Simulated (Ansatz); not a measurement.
`[SiH3]B([SiH3])[SiH3]` + `[NH2][Mg][OH]` → `[NH2][Mg][O][SiH3]` + `[SiH3]B[SiH3]`  (cleavage of the Si–B bond)

Gas-phase electronic energies from Ansatz, PBE0-D4/def2-TZVP geometries. CCSD(T)/CBS is the MP2 limit (def2-TZVPP, def2-QZVPP) plus CCSD(T) − MP2 in def2-TZVPP, frozen cores. DFT in def2-TZVPP. For Mg outer-core shells are correlated without core-valence functions, which leaves a few kJ/mol of doubt a bond. One conformer a species, not always the lowest.

`[SiH3]B([SiH3])[SiH3]`:

Z-matrix (Å, degrees):
```
Si
B 1 1.999
H 1 1.489 2 113.4
H 1 1.488 2 114.9 3 125.9
H 1 1.496 2 103.6 3 -116.4
Si 2 2.000 1 122.0 3 -156.0
Si 2 1.999 1 119.0 3 27.7
H 6 1.488 2 114.9 1 30.4
H 6 1.489 2 113.5 1 156.4
H 6 1.496 2 103.6 1 -87.2
H 7 1.497 2 102.7 1 -91.9
H 7 1.489 2 114.5 1 24.8
H 7 1.489 2 114.5 1 151.4
```

`[NH2][Mg][OH]`:

```xyz
6

N     1.061    0.496    0.902
Mg   -0.316   -0.116   -0.225
O    -1.660   -0.655   -1.244
H     1.586    1.350    0.796
H     1.402    0.037    1.733
H    -2.074   -1.111   -1.963
```

`[NH2][Mg][O][SiH3]`:

Cartesian coordinates in Å:
```
N -1.418 2.125 1.598
Mg -0.533 0.801 0.605
O 0.313 -0.465 -0.344
Si 1.067 -1.599 -1.202
H -2.276 2.010 2.116
H -1.125 3.083 1.712
H 1.829 -1.007 -2.342
H 2.041 -2.362 -0.366
H 0.103 -2.585 -1.775
```

`[SiH3]B[SiH3]`:

Cartesian coordinates in Å:
```
Si -0.847 0.827 -1.339
B 0.509 0.560 0.115
Si 0.558 -1.008 1.365
H -0.224 0.231 -2.560
H -1.125 2.262 -1.625
H -2.141 0.131 -1.102
H 1.422 1.334 0.167
H 1.494 -1.984 0.725
H -0.753 -1.687 1.546
H 1.107 -0.667 2.707
```

| level | ΔE (kJ/mol) | difference from CCSD(T)/CBS |
| --- | --- | --- |
| LDA (SPW92) | -95.8 | 28.1 |
| revPBE-D4 | -95.9 | 28.0 |
| BLYP-D4 | -112.5 | 11.4 |
| B97M-V | -119.0 | 4.9 |
| r2SCAN0-D4 | -119.7 | 4.2 |
| BHLYP-D4 | -130.8 | -6.9 |
| ωB97M-V | -122.1 | 1.8 |
| PBE-QIDH | -121.3 | 2.6 |
| BLYP | -122.1 | 1.8 |
| r2SCAN | -116.7 | 7.2 |
| PBE0 | -110.5 | 13.4 |
| r2SCANh | -118.7 | 5.2 |
| LC-ωPBE | -117.0 | 6.9 |
| HF/def2-SVP | -148.1 | -24.2 |
| CCSD(T)/def2-TZVPP | -124.4 | -0.5 |
| MP2/def2-QZVPP | -129.2 | -5.3 |
| CCSD(T)/CBS | -123.9 | 0 |

Largest T1 diagnostic among the species: 0.015.

Leaving LDA and LC-ωPBE aside and taking each functional with its dispersion term where it has one, the values, not all of them listed here, spread over 35.0 kJ/mol, from BHLYP-D4 to PBE-D4. LDA lies +5.1 kJ/mol from PBE without D4. In def2-TZVPP, CCSD(T) changes the Hartree–Fock value by +32.9 kJ/mol (the triples alone add +4.6 kJ/mol) and MP2 by +28.7 kJ/mol. From BLYP to BHLYP (50 % exact exchange), in def2-TZVPP and without D4, ΔE moves by −17.2 kJ/mol.
